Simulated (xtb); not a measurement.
Si(CF3)(H)3 (CH3F3Si), SMILES FC(F)(F)[SiH3]. All values are semi-empirical tight-binding results from xtb (GFN2-xTB unless named), good for trends rather than for accurate numbers. The structure is a stationary point at GFN2-xTB.

```json
{
  "point_group_as_xtb_finds_it": "C3v",
  "orbital_gap": "5.56 eV",
  "dipole_moment": "4.05 D",
  "zero_point_energy": "22.8 kcal/mol",
  "G − E(el) at 298.15 K (modified RRHO)": "4.4 kcal/mol",
  "static polarisability (D4 model)": "47.7 bohr³",
  "solvation energy, GFN2-xTB/ALPB(water)": "-2.7 kcal/mol",
  "solvation energy, GFN2-xTB/ALPB(ether)": "-2.7 kcal/mol"
}
```
